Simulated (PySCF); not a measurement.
C7H7F.
Atom-mapped SMILES: `[CH3:1][c:2]1[cH:3][cH:4][cH:5][cH:6][c:7]1[F:8]` (hydrogens: H9, H10, H11 on C1; H12 on C3; H13 on C4; H14 on C5; H15 on C6)

Theory: PBE0-D3(BJ)/def2-SVP geometry optimisation, gas phase in PySCF.

(1) What internal coordinates does the optimisation give?

Answers

(1) 
| bond | length (Å) |
| --- | --- |
| C1–C2 | 1.498 |
| C2–C3 | 1.398 |
| C3–C4 | 1.395 |
| C4–C5 | 1.393 |
| C5–C6 | 1.394 |
| C6–C7 | 1.387 |
| C7–F8 | 1.337 |
| C2–C7 | 1.398 |
| C1–H9, C1–H10, C1–H11 | 1.100 |
| C3–H12 | 1.093 |
| C4–H13 | 1.092 |
| C5–H14 | 1.092 |
| C6–H15 | 1.092 |

Bonds in one row agree within 0.01 Å and their mean is given. A selection of angles:
| angle | degrees |
| --- | --- |
| C2–C1–H9 | 111.2 |
| H9–C1–H10 | 108.1 |
| C1–C2–C3 | 123.0 |
| C1–C2–C7 | 120.2 |
| C3–C2–C7 | 116.8 |
| C2–C3–C4 | 121.6 |
| C2–C3–H12 | 118.6 |
| C4–C3–H12 | 119.8 |
| C3–C4–C5 | 119.9 |
| C3–C4–H13 | 119.9 |
| C5–C4–H13 | 120.2 |
| C4–C5–C6 | 119.9 |
| C4–C5–H14 | 120.4 |
| C6–C5–H14 | 119.7 |
| C5–C6–C7 | 118.9 |
| C5–C6–H15 | 122.0 |
| C7–C6–H15 | 119.1 |
| C6–C7–F8 | 118.9 |
| C2–C7–C6 | 122.9 |
| C2–C7–F8 | 118.2 |

Of the pairs four or more bonds apart, H10···H12 is among the closest relative to their van der Waals radii: 2.41 Å, 100 % of the sum of Bondi's values. The 8 heavy atoms lie in one plane (0.002 Å rms). The 7 C–C bonds span 1.387 Å (C6–C7, aromatic) to 1.498 Å (C1–C2, drawn single), a spread of 0.111 Å. The 6-membered ring C2–C3–C4–C5–C6–C7 has internal angles of 116.8° to 122.9° (sum 720°, against 720° for a flat polygon); it is planar, 0.00 Å rms from its mean plane, widest ring torsion 0°.

Point group: near Cs, missed by 0.19 Å at most; the miss may be what the optimiser left on a soft mode. No frequency check.
